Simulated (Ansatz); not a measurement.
Molecule: C3H11NSi, net charge 0, singlet state. SMILES: CC[SiH2]NC
Geometry from a B3LYP-D3(BJ)/def2-TZVP (Ansatz, an electronic-structure program) optimisation:
```xyz
16

C     -2.0073     1.0107     0.0730
C     -1.3238    -0.1586     0.7904
Si     0.0142    -1.0040    -0.2187
N      1.2194     0.1293    -0.7037
C      2.0493     0.8779     0.2280
H     -2.4945     0.6789    -0.8466
H     -2.7693     1.4792     0.6997
H     -1.2830     1.7779    -0.2051
H     -0.8862     0.1801     1.7356
H     -2.0578    -0.9227     1.0685
H     -0.5355    -1.5675    -1.4773
H      0.5462    -2.1303     0.6049
H      1.6503    -0.0045    -1.6047
H      2.9293     0.3223     0.5760
H      1.4631     1.1459     1.1091
H      2.3940     1.8121    -0.2216
```
Charge 0, spin multiplicity 1.

Quantity: atomisation energy (electronic, to ground-state atoms); the coupled-cluster value holds the core correlation from cc-pwCVTZ, in kcal/mol. Cores are frozen in the correlated levels unless marked. UHF or UKS for open shells. No spin-orbit coupling. No relativistic terms. Basis-set limits of correlation are two-point, X^-3; Hartree-Fock from the larger set.

Level to compare with: CCSD(T)/CBS(cc-pV(T+d)Z,cc-pV(Q+d)Z) plus the core term (Ansatz), 1403.7 kcal/mol. It is a level with limits of its own, and the differences hold the functionals' basis error too.

Problem. Rank these functionals by how close they come to CCSD(T)/CBS(cc-pV(T+d)Z,cc-pV(Q+d)Z), closest first: SVWN5/def2-TZVPD (Ansatz); HSE06/def2-TZVPD (Ansatz); r2SCAN0/def2-TZVPD (Ansatz).

Solution. HSE06/def2-TZVPD (screened hybrid, 1394.9 kcal/mol, difference -8.8), r2SCAN0/def2-TZVPD (hybrid meta-GGA, 1382.7 kcal/mol, difference -21.0), SVWN5/def2-TZVPD (LDA, 1574.4 kcal/mol, difference 170.7)
